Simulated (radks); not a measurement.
Hg3+, configuration [Xe] 4f14 5d9 (the NIST ground configuration).

All-electron calculation, scalar-relativistic Kohn-Sham, PBE, spin-unpolarised, spherical densities, finite nucleus; Fermi nuclear charge, rms radius 5.4648 fm. Program: a radial shooting solver on a logarithmic mesh with Libxc functionals.

Energy parts (hartree):
| part | energy |
|---|---|
| total | -19615.5794 |
| kinetic | 22006.1837 |
| electron-nucleus | -48758.9313 |
| Hartree | 7506.3709 |
| exchange-correlation | -369.2027 |

Orbitals (lengths in bohr, moments of r in powers of bohr; r(max) is where P^2 peaks):
orbital	occ.	eigenvalue (hartree)	<r>	r(max)
1s	2	-3056.456	0.01659	0.01023
2s	2	-542.7892	0.06994	0.05915
2p	6	-468.4022	0.06328	0.04906
3s	2	-129.7752	0.1807	0.1668
3p	6	-108.2706	0.1821	0.1664
3d	10	-85.60034	0.1650	0.1355
4s	2	-29.52044	0.3993	0.3757
4p	6	-22.46663	0.4254	0.3958
4d	10	-14.08368	0.4489	0.4028
4f	14	-4.79045	0.4823	0.3665
5s	2	-5.59818	0.9002	0.8274
5p	6	-3.69526	1.033	0.9271
5d	9	-1.56109	1.385	1.146

The highest occupied level is 5d at -42.479 eV. For comparison, the ionisation energy in NIST's Atomic Spectra Database is 48.6 eV (measured). In exact Kohn-Sham theory the highest level is minus the ionisation energy, but local and semilocal functionals leave it too shallow, through self-interaction and a potential that decays too fast; potentials with the right tail come closer. Summed over all electrons, <r^2> = 37.54 bohr^2, which gives a Langevin (diamagnetic) susceptibility term of -29.7 x 10^-6 cm^3/mol.

Beside tabulated values, note that spin-unpolarised runs miss the spin-polarisation part of the exchange energy of open shells.
